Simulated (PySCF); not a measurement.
Si(F)(Cl)2(vinyl) (C2H3Cl2FSi), SMILES C=C[Si](F)(Cl)Cl.

Geometry: PBE0-D3(BJ)/def2-SVP. One conformer was computed; it need not be the lowest.

All values below come from PySCF with TDA-PBE0/def2-SVPD.

Vertical excitations. Isolated molecule, no solvent. State labels are in the subgroup Cs.

Computed UV-visible absorptions:
```tsv
state	symmetry	energy (eV)	λ (nm)	f	main pairs
S1	A"	6.71	185	0.010	HOMO−1→LUMO 91 %
S2	A'	7.08	175	0.081	HOMO−2→LUMO 76 %, HOMO→LUMO 21 %
S3	A'	7.32	169	0.170	HOMO−3→LUMO 51 %, HOMO→LUMO 29 %, HOMO−2→LUMO 17 %
S4	A"	7.69	161	0.014	HOMO→LUMO+2 92 %
S5	A"	7.71	161	0.002	HOMO→LUMO+1 82 %
S6	A"	7.76	160	0.000	HOMO−4→LUMO 81 %
S7	A'	7.88	157	0.387	HOMO−3→LUMO 44 %, HOMO→LUMO 38 %
S8	A"	8.04	154	0.005	HOMO−5→LUMO 70 %, HOMO−2→LUMO+1 11 %
S9	A"	8.28	150	0.046	HOMO−2→LUMO+1 74 %
S10	A'	8.36	148	0.127	HOMO−1→LUMO+1 82 %
T1	A'	4.15	299	0	HOMO→LUMO 90 %
T2	A"	6.10	203	0	HOMO−1→LUMO 86 %
T3	A'	6.99	177	0	HOMO−2→LUMO 91 %
T4	A'	7.28	170	0	HOMO−3→LUMO 87 %
```
Triplets are in the Tamm–Dancoff approximation.
